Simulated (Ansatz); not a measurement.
`O[SiH2][AlH2]` + `[NH2][AlH2]` → `O[SiH2][NH][AlH2]` + `[AlH3]` at 500 K and 1 bar (cleavage of the Si–Al bond).

Isolated molecules relaxed with PBE0-D4/def2-TZVP in Ansatz; ΔE leaves out vibrations. CCSD(T)/CBS is the MP2 limit (def2-TZVPP, def2-QZVPP) plus CCSD(T) − MP2 in def2-TZVPP, frozen cores. This one scheme is used for every species. One conformer a species, not always the lowest.

```json
{"species": "`O[SiH2][AlH2]`", "CCSD(T)/CBS energy (Eh)": "-609.28590", "H − E (kJ/mol)": "156.5", "S (J/(mol·K))": "380.0"}
{"species": "`[NH2][AlH2]`", "CCSD(T)/CBS energy (Eh)": "-299.14566", "H − E (kJ/mol)": "129.9", "S (J/(mol·K))": "289.4"}
{"species": "`O[SiH2][NH][AlH2]`", "CCSD(T)/CBS energy (Eh)": "-664.68190", "H − E (kJ/mol)": "209.0", "S (J/(mol·K))": "412.8"}
{"species": "`[AlH3]`", "CCSD(T)/CBS energy (Eh)": "-243.78045", "H − E (kJ/mol)": "68.7", "S (J/(mol·K))": "232.2"}
```

H − E and S are ideal-gas, rigid-rotor, harmonic terms from PBE0-D4/def2-TZVP, for one conformer and one mirror image of each species. 1 Eh = 2625.50 kJ/mol, R = 8.31446 J/(mol·K).

Q: By hand: ΔE, ΔH, ΔS and ΔG.

A: ΔE = (-664.68190) + (-243.78045) − (-609.28590) − (-299.14566) = -0.03079 Eh = -80.8 kJ/mol. Δ(H − E) = 209.0 + 68.7 − 156.5 − 129.9 = -8.7, so ΔH = -89.5 kJ/mol. ΔS = 412.8 + 232.2 − 380.0 − 289.4 = -24.4 J/(mol·K). ΔG = -89.5 − 500 × (-24.4)/1000 = -77.3 kJ/mol.

Q: By hand: the equilibrium constant, and the temperature at which ΔG would vanish if ΔH and ΔS stayed fixed.

A: log₁₀ K = −ΔG/(RT ln 10) = 8.1. ΔG = 0 at ΔH/ΔS = 3668 K, far beyond where these terms or the molecules hold.

ΔH outweighs TΔS. A doubt of 5 kJ/mol in ΔE shifts log₁₀ K by 0.5 here. Other conformers and mirror images would add mixing entropy, several J/(mol·K) or more a flexible species. Modes under 60 cm⁻¹, often nearly free rotors, make the harmonic entropy too high. These are equilibria of isolated gas molecules and say nothing of rates. Largest T1 diagnostic: 0.012 (customary marks: 0.02 for closed shells, 0.045 for open ones).
